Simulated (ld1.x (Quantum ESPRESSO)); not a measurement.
# Reading a pseudo-wave (boron)

Columns: radius, all-electron u(r) and pseudo u(r) of the 2p shell (level -3.56 eV) of boron in the configuration [He] 2s2 2p1; PBEsol, scalar-relativistic, TM scheme, ld1.x (Quantum ESPRESSO) 7.5.

| r (bohr) | all-electron | pseudo |
| --- | --- | --- |
| 0.185 | 0.0763 | 0.0219 |
| 0.370 | 0.2096 | 0.0847 |
| 0.555 | 0.3369 | 0.1798 |
| 0.740 | 0.4406 | 0.2940 |
| 0.925 | 0.5199 | 0.4121 |
| 1.110 | 0.5751 | 0.5192 |
| 1.295 | 0.6085 | 0.6033 |
| 1.480 | 0.6239 | 0.6577 |
| 1.665 | 0.6249 | 0.6815 |
| 1.850 | 0.6152 | 0.6786 |
| 2.035 | 0.5975 | 0.6557 |
| 2.220 | 0.5743 | 0.6204 |
| 2.405 | 0.5472 | 0.5793 |
| 2.590 | 0.5179 | 0.5373 |
| 2.775 | 0.4873 | 0.4973 |
| 2.960 | 0.4564 | 0.4605 |
| 3.145 | 0.4257 | 0.4270 |
| 3.330 | 0.3958 | 0.3961 |
| 3.515 | 0.3671 | 0.3671 |
| 3.700 | 0.3397 | 0.3397 |
| 3.885 | 0.3138 | 0.3138 |
| 4.070 | 0.2894 | 0.2894 |
| 4.255 | 0.2666 | 0.2666 |
| 4.440 | 0.2453 | 0.2453 |
| 4.625 | 0.2256 | 0.2256 |
| 4.810 | 0.2073 | 0.2073 |

(1) How many radial nodes do the two functions have?

(2) At about which radius was the pseudo-wave matched?

(3) Is the pseudo-wave norm-conserving?

## Answers

(1) The all-electron 2p function has n − l − 1 = 0; the pseudo-wave has 0.

(2) 3.70 bohr. The columns agree to 0.0005 from 3.33 bohr on; several derivatives are matched, so the curves merge somewhat inside the radius.

(3) Yes: the TM scheme keeps the norm inside the radius equal to the all-electron one, which fixes the energy derivative of the logarithmic derivative at the level.
